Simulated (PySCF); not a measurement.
C2H6Al, SMILES [CH3][Al+][CH3], charge +1.

Coordinates come from a TPSSh-D3(BJ)/def2-TZVP optimisation. The spin state was assumed, not searched. The isomer is the one that the SMILES or the coordinates give; other isomers of the formula were not compared.

Method: TPSSh-D3(BJ)/def2-TZVP (PySCF 2.14.0).

Frequencies are harmonic and unscaled.

Modes within 1.5 cm⁻¹ of each other (mostly degenerate sets) share a row, with their intensities summed.

| mode | ν (cm⁻¹) | IR (km/mol) | moving atoms (share of kinetic energy) |
|---|---|---|---|
| 1 | 11 | 0.0 | H 100 % |
| 2–3 | 134 | 22.7 | Al 46 %, H 29 %, C 25 % |
| 4 | 537 | 0.0 | C 82 %, H 18 % |
| 5–6 | 627 | 0.0 | H 86 %, C 14 % |
| 7–8 | 740 | 190.0 | H 74 %, C 19 % |
| 9 | 781 | 46.4 | Al 53 %, C 38 %, H 9 % |
| 10 | 1236 | 0.5 | H 83 %, C 17 % |
| 11 | 1242 | 0.0 | H 84 %, C 16 % |
| 12–13 | 1428 | 0.0 | H 95 % |
| 14–15 | 1433 | 11.1 | H 96 % |
| 16 | 3018 | 19.2 | H 97 % |
| 17 | 3021 | 0.0 | H 97 % |
| 18–21 | 3104 | 23.3 | H 91 %, C 9 % |
